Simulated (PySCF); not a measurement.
F₄S. Atoms are numbered in the order given.

```xyz
5

F      1.2204     0.0000    -0.6181
S      0.0000     0.0000     0.3866
F      0.0000     1.6541     0.2744
F      0.0000    -1.6541     0.2744
F     -1.2204     0.0000    -0.6181
```

The structure is a stationary point at PBE0-D3(BJ)/def2-SVP.

The numbers are results of PySCF with TDA-ωB97X/def2-SVPD, not measurements.

Vertical excitations. The molecule is in vacuum. State labels are in the subgroup C2v.

| state | symmetry | energy (eV) | λ (nm) | f | main pairs |
|---|---|---|---|---|---|
| S1 | B1 | 6.73 | 184 | 0.062 | HOMO→LUMO 97 % |
| S2 | A1 | 8.22 | 151 | 0.044 | HOMO→LUMO+1 85 % |
| S3 | A2 | 8.27 | 150 | 0.000 | HOMO−2→LUMO 98 % |
| S4 | B2 | 8.30 | 149 | 0.009 | HOMO−1→LUMO 93 % |
| S5 | B1 | 8.87 | 140 | 0.002 | HOMO−4→LUMO 98 % |
| S6 | A1 | 9.09 | 136 | 0.000 | HOMO−3→LUMO 89 % |
| S7 | A1 | 9.95 | 125 | 0.011 | HOMO−5→LUMO 95 % |
| S8 | A2 | 9.98 | 124 | 0.000 | HOMO−1→LUMO+1 67 %, HOMO−6→LUMO 14 %, HOMO−1→LUMO+5 11 % |
| S9 | B2 | 10.03 | 124 | 0.057 | HOMO−2→LUMO+1 46 %, HOMO→LUMO+3 28 %, HOMO→LUMO+6 10 % |
| S10 | A2 | 10.33 | 120 | 0.000 | HOMO−6→LUMO 83 % |
| T1 | B1 | 4.82 | 257 | 0 | HOMO→LUMO 95 % |
| T2 | A1 | 7.65 | 162 | 0 | HOMO→LUMO+1 81 %, HOMO→LUMO+5 13 % |
| T3 | B2 | 7.76 | 160 | 0 | HOMO−1→LUMO 95 % |
| T4 | A2 | 8.03 | 154 | 0 | HOMO−2→LUMO 93 % |
Triplets are in the Tamm–Dancoff approximation.
